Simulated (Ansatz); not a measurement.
Results of the Gaussian-basis code of Ansatz.

CH7FSi3, SMILES `F[Si]1([SiH3])C[SiH2]1`. Total charge 0; spin multiplicity 1. The geometry is a stationary point of PBE0-D4/def2-TZVP.

```xyz
12

F    -1.840   -1.188   -0.874
Si   -0.662   -0.271   -0.294
Si    1.305   -1.464    0.054
C    -1.166    1.093    0.788
Si   -0.427    2.168   -0.688
H     0.993   -2.834    0.540
H     2.090   -0.731    1.079
H     2.074   -1.553   -1.213
H    -2.238    1.228    0.917
H    -0.626    1.200    1.725
H    -0.501    0.697   -1.611
H     0.999    1.656   -0.423
```

(1) What is the dipole moment at PBE/def2-TZVPP? (Best estimate.)

(2) And with r2SCAN, B3LYP, ωB97M-V? (Estimate.)

(3) Give the Mulliken charges with PBE, B3LYP, r2SCAN in def2-TZVPP. (Best estimate.)

Answers

(1) The calculation gave: 1.56 D, with components (0.76, -0.64, 1.20) D in this frame, pointing from negative to positive charge.

(2) The calculation gave: r2SCAN 1.67 D, B3LYP 1.65 D, ωB97M-V 1.68 D.

(3) The calculation gave: 
```json
{"atom": "F1", "PBE": "-0.26", "B3LYP": "-0.31", "r2SCAN": "-0.31"}
{"atom": "Si2", "PBE": "0.44", "B3LYP": "0.54", "r2SCAN": "0.53"}
{"atom": "Si3", "PBE": "0.07", "B3LYP": "0.12", "r2SCAN": "0.14"}
{"atom": "C4", "PBE": "-0.28", "B3LYP": "-0.35", "r2SCAN": "-0.32"}
{"atom": "Si5", "PBE": "-0.01", "B3LYP": "0.07", "r2SCAN": "0.05"}
{"atom": "H6", "PBE": "-0.03", "B3LYP": "-0.04", "r2SCAN": "-0.05"}
{"atom": "H7", "PBE": "-0.03", "B3LYP": "-0.04", "r2SCAN": "-0.04"}
{"atom": "H8", "PBE": "-0.03", "B3LYP": "-0.04", "r2SCAN": "-0.04"}
{"atom": "H9", "PBE": "0.11", "B3LYP": "0.11", "r2SCAN": "0.10"}
{"atom": "H10", "PBE": "0.11", "B3LYP": "0.11", "r2SCAN": "0.10"}
{"atom": "H11", "PBE": "-0.03", "B3LYP": "-0.09", "r2SCAN": "-0.05"}
{"atom": "H12", "PBE": "-0.05", "B3LYP": "-0.09", "r2SCAN": "-0.09"}
```

B3LYP here is the variant with VWN-RPA as its local correlation; programs differ in this.
